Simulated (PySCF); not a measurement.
SMILES C(/B)=[CH]/[GeH3] (C2H7BGe), singlet (GFN2-xTB optimised geometry):

```
11

B      1.390    -1.422     0.000
C     -0.150    -1.422     0.000
C     -0.901    -0.311     0.000
Ge    -0.271     1.536     0.001
H      1.985    -2.429    -0.010
H      1.960    -0.398     0.010
H     -0.682    -2.372    -0.001
H     -1.985    -0.409    -0.002
H     -1.474     2.429     0.002
H      0.540     1.874     1.208
H      0.537     1.874    -1.209
```

Method: PBE0/def2-TZVP (PySCF).

Q: What are the frontier orbital energies and the dipole moment?

A: HOMO-2 -9.40 eV, HOMO-1 -8.57 eV, HOMO -8.36 eV, LUMO -2.39 eV, LUMO+1 0.76 eV; dipole moment 1.04 D.

On the same geometry PBE/def2-TZVP (PySCF) gives HOMO-2 -7.96 eV, HOMO-1 -7.32 eV, HOMO -7.27 eV, LUMO -3.35 eV, LUMO+1 -0.27 eV; dipole moment 1.12 D.

Meta-Löwdin charges at PBE0/def2-TZVP: B1 -0.03, C2 -0.19, C3 -0.23, Ge4 0.35, H5 0.02, H6 0.01, H7 0.12, H8 0.13, H9 -0.06, H10 -0.05, H11 -0.05.
